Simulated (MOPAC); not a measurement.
MOPAC input (MNDO):

```
MNDO 1SCF GEO-OK AUX(PRECISION=9) THREADS=1
C3H5Cl

C    -2.40009200 1    0.05728600 1   -0.06659200 1
C    -0.95261000 1    0.43390200 1   -0.06128400 1
C     0.02922500 1   -0.44731700 1    0.03867000 1
Cl    1.71324200 1   -0.00833100 1    0.04477500 1
H    -2.88467900 1    0.38879300 1   -0.98896900 1
H    -2.92969000 1    0.53712900 1    0.76092200 1
H    -2.53611800 1   -1.02106400 1    0.02132000 1
H    -0.70748400 1    1.48728100 1   -0.14427300 1
H    -0.12628700 1   -1.51373200 1    0.12506800 1
```

Output:

```
 *******************************************************************************
 **                                                                           **
 **                              MOPAC v23.2.5                                **
 **                                                                           **
 *******************************************************************************
 ** MOPAC's Digital Object Identifier: https://doi.org/10.5281/zenodo.6511958 **
 **                                                                           **
 ** Please cite the open-source release paper for use of this MOPAC version:  **
 ** J. E. Moussa and J. J. P. Stewart (2026)                                  **
 ** MOPAC: An open-source semiempirical molecular orbital program             **
 ** J. Open Source Softw., 11(119), 8025, https://doi.org/10.21105/joss.08025 **
 *******************************************************************************

                              MNDO CALCULATION RESULTS

 *******************************************************************************
 *  MNDO       - The MNDO Hamiltonian to be used
 *  GEO-OK     - OVERRIDE INTERATOMIC DISTANCE AND OTHER SAFETY CHECKS
 *  1SCF       - DO 1 SCF AND THEN STOP
 *  AUX        - OUTPUT AUXILIARY INFORMATION
 *******************************************************************************
MNDO 1SCF GEO-OK AUX(PRECISION=9) THREADS=1
 C3H5Cl

   ATOM   CHEMICAL          X               Y               Z
  NUMBER   SYMBOL      (ANGSTROMS)     (ANGSTROMS)     (ANGSTROMS)

     1       C         -2.40009200  *   0.05728600  *  -0.06659200  *
     2       C         -0.95261000  *   0.43390200  *  -0.06128400  *
     3       C          0.02922500  *  -0.44731700  *   0.03867000  *
     4      Cl          1.71324200  *  -0.00833100  *   0.04477500  *
     5       H         -2.88467900  *   0.38879300  *  -0.98896900  *
     6       H         -2.92969000  *   0.53712900  *   0.76092200  *
     7       H         -2.53611800  *  -1.02106400  *   0.02132000  *
     8       H         -0.70748400  *   1.48728100  *  -0.14427300  *
     9       H         -0.12628700  *  -1.51373200  *   0.12506800  *

          CARTESIAN COORDINATES

    NO.       ATOM           X           Y           Z

     1         C         -2.4001      0.0573     -0.0666
     2         C         -0.9526      0.4339     -0.0613
     3         C          0.0292     -0.4473      0.0387
     4        Cl          1.7132     -0.0083      0.0448
     5         H         -2.8847      0.3888     -0.9890
     6         H         -2.9297      0.5371      0.7609
     7         H         -2.5361     -1.0211      0.0213
     8         H         -0.7075      1.4873     -0.1443
     9         H         -0.1263     -1.5137      0.1251

  H: (MNDO): M.J.S. DEWAR, W. THIEL, J. AM. CHEM. SOC., 99, 4899, (1977)
  C: (MNDO): M.J.S. DEWAR, W. THIEL, J. AM. CHEM. SOC., 99, 4899, (1977)
 Cl: (MNDO): M.J.S.DEWAR, H.S.RZEPA, J. COMP. CHEM., 4, 158, (1983)

           Empirical Formula: C3 H5 Cl  =     9 atoms

      MOLECULAR POINT GROUP   :   Cs

      RHF CALCULATION, NO. OF DOUBLY OCCUPIED LEVELS = 12

 -------------------------------------------------------------------------------
 MNDO 1SCF GEO-OK AUX(PRECISION=9) THREADS=1
 C3H5Cl

     1SCF WAS SPECIFIED, SO BFGS WAS NOT USED
     SCF FIELD WAS ACHIEVED

                              MNDO CALCULATION
                                                       MOPAC v23.2.5 Linux

          FINAL HEAT OF FORMATION =         -3.92839 KCAL/MOL =     -16.43638 KJ/MOL

          COSMO AREA              =        112.35 SQUARE ANGSTROMS
          COSMO VOLUME            =         96.04 CUBIC ANGSTROMS

          IONIZATION POTENTIAL    =         10.255761 EV
          HOMO LUMO ENERGIES (EV) =        -10.256  0.517
          NO. OF FILLED LEVELS    =         12
          MOLECULAR WEIGHT        =         76.5255         POINT GROUP:  Cs

          MOLECULAR DIMENSIONS (Angstroms)

            Atom       Atom       Distance
            H     5   Cl     4     4.72940
            H     9    H     8     2.94095
           Cl     4    H     6     1.72344

          SCF CALCULATIONS        =          1

   ATOM   CHEMICAL          X               Y               Z
  NUMBER   SYMBOL      (ANGSTROMS)     (ANGSTROMS)     (ANGSTROMS)

     1       C         -2.40009200  *   0.05728600  *  -0.06659200  *
     2       C         -0.95261000  *   0.43390200  *  -0.06128400  *
     3       C          0.02922500  *  -0.44731700  *   0.03867000  *
     4      Cl          1.71324200  *  -0.00833100  *   0.04477500  *
     5       H         -2.88467900  *   0.38879300  *  -0.98896900  *
     6       H         -2.92969000  *   0.53712900  *   0.76092200  *
     7       H         -2.53611800  *  -1.02106400  *   0.02132000  *
     8       H         -0.70748400  *   1.48728100  *  -0.14427300  *
     9       H         -0.12628700  *  -1.51373200  *   0.12506800  *

                             CARTESIAN COORDINATES

   1    C       -2.400092000     0.057286000    -0.066592000
   2    C       -0.952610000     0.433902000    -0.061284000
   3    C        0.029225000    -0.447317000     0.038670000
   4   Cl        1.713242000    -0.008331000     0.044775000
   5    H       -2.884679000     0.388793000    -0.988969000
   6    H       -2.929690000     0.537129000     0.760922000
   7    H       -2.536118000    -1.021064000     0.021320000
   8    H       -0.707484000     1.487281000    -0.144273000
   9    H       -0.126287000    -1.513732000     0.125068000

           Empirical Formula: C3 H5 Cl  =     9 atoms

      MOLECULAR POINT GROUP   :   Cs

                  EIGENVALUES
 -38.35171 -30.04281 -25.18633 -21.61077 -16.84759 -15.72976 -14.73808 -13.90155
 -13.56041 -13.28187 -12.41991 -10.25576   0.51749   1.14984   3.50879   4.00218
   4.04897   4.44004   4.96690   5.58217   5.86792

              NET ATOMIC CHARGES AND DIPOLE CONTRIBUTIONS

  ATOM NO.   TYPE          CHARGE      No. of ELECS.   s-Pop       p-Pop
    1          C           0.068290        3.9317     1.19995     2.73176
    2          C          -0.102833        4.1028     1.21839     2.88444
    3          C          -0.000345        4.0003     1.22459     2.77575
    4         Cl          -0.123439        7.1234     1.98110     5.14234
    5          H           0.004854        0.9951     0.99515
    6          H           0.004853        0.9951     0.99515
    7          H          -0.001769        1.0018     1.00177
    8          H           0.071320        0.9287     0.92868
    9          H           0.079069        0.9209     0.92093
 DIPOLE           X         Y         Z       TOTAL
 POINT-CHG.    -1.737    -0.225    -0.026     1.752
 HYBRID         0.067     0.027    -0.001     0.072
 SUM           -1.670    -0.198    -0.026     1.682

          ATOMIC ORBITAL ELECTRON POPULATIONS

     Atom    s        px        py        pz
    1  C   1.19995   0.88388   0.91928   0.92860
    2  C   1.21839   0.94202   0.95044   0.99198
    3  C   1.22459   0.79883   0.93462   1.04231
    4 Cl   1.98110   1.22412   1.94531   1.97290
    5  H   0.99515
    6  H   0.99515
    7  H   1.00177
    8  H   0.92868
    9  H   0.92093

 **********************
 *                    *
 * JOB ENDED NORMALLY *
 *                    *
 **********************

 == MOPAC DONE ==
```

The geometry given is a B3LYP-D3(BJ)/def2-TZVP minimum.
